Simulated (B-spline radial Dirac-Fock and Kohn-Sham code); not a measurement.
# Core-level shifts of iridium with charge state

Level of theory: relaxed Dirac-Fock hole states (ΔSCF) with Breit and QED corrections and a finite nucleus; a radial B-spline solver. Each ion is free and in its tabulated ground configuration. No correlation.

Reference: Ir⁴²⁺, [Ar] 3d10 4s2 4p5, with K 78148.4 eV, L1 15458.6 eV, L2 14860.8 eV, M1 5129.9 eV, M2 4869.1 eV. Shifts from it, in eV (a dash: the subshell is empty, belongs to an open shell averaged over j, or its hole state is left out as unreliable):

```
  ion      configuration        K       L1       L2      M1      M2
Ir⁴³⁺  [Ar] 3d10 4s2 4p4    +91.0    +83.0    +84.1   +73.8   +74.0
Ir⁴⁴⁺  [Ar] 3d10 4s2 4p3   +183.0   +167.0        –  +148.2       –
Ir⁴⁵⁺  [Ar] 3d10 4s2 4p2   +276.2   +251.8   +254.9  +223.2  +223.8
Ir⁴⁶⁺  [Ar] 3d10 4s2 4p1   +370.5   +337.5   +341.7  +299.0  +299.7
Ir⁴⁷⁺      [Ar] 3d10 4s2        ?        ?        ?       ?       ?
Ir⁴⁸⁺      [Ar] 3d10 4s1   +559.8   +509.1   +518.3       –  +454.9
Ir⁴⁹⁺          [Ar] 3d10   +658.1   +597.4   +608.1  +527.7  +534.1
Ir⁵⁰⁺           [Ar] 3d9   +830.6   +763.9   +776.8  +653.2  +661.7
Ir⁵¹⁺           [Ar] 3d8  +1005.5   +932.5   +947.6  +779.9  +790.5
Ir⁵²⁺           [Ar] 3d7  +1182.8  +1103.2  +1120.7  +907.9  +920.7
```

**Question.** Give the missing shifts for Ir⁴⁷⁺.

**Answer.** K +465.8, L1 +424.0, L2 +429.4, M1 +375.3, M2 +376.4 (eV).

Values without a named source are computed, but for edge energies of neutral atoms, which are taken from tables.
